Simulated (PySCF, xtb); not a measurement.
InF2, SMILES [F][In][F], multiplicity 2.

Harmonic wavenumbers (cm⁻¹) from GFN2-xTB (xtb) at its own minimum, in rising order: 57, 245, 249.

Problem. What does PBE0-D3(BJ)/def2-TZVP (PySCF 2.14.0) give at its own minimum? (The exact figures need the calculation; the answer reports its results.)

Solution. 125, 554, 572. Paired by order, the mean absolute difference is 233 cm⁻¹ and the zero-point energies are 0.8 and 1.8 kcal/mol.
